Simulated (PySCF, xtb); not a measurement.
Se(Br)(OMe) (CH3BrOSe), SMILES CO[Se]Br.

Geometry: PBE0-D3(BJ)/def2-SVP. The structure was generated by enumeration, and PubChem lists no compound with its InChIKey, so it may never have been made. Other conformers were not sampled.

Computed with IEF-PCM-B3LYP/def2-SVP run with PySCF.

The values are the electrostatic part of the solvation free energy, E(continuum) − E(gas) at the gas-phase geometry, in a cavity of scaled van der Waals radii (PySCF's table); cavitation and dispersion terms are not included. In vacuum the orbital gap is 3.92 eV. The dipole moment in vacuum is 1.69 D.

Computed values in water (ε = 78.36), chloroform (ε = 4.71), dimethylsulfoxide (ε = 46.83):
| solvent | ε | ΔG(elec) (kcal/mol) | dipole (D) | gap (eV) |
|---|---|---|---|---|
| water | 78.36 | -3.0 | 2.15 | 3.99 |
| chloroform | 4.71 | -2.1 | 2.01 | 3.97 |
| dimethylsulfoxide | 46.83 | -2.9 | 2.15 | 3.99 |

For comparison, GFN2-xTB/ALPB(water) (xtb, at the GFN2-xTB geometry, all terms of that model) gives -0.2 kcal/mol.
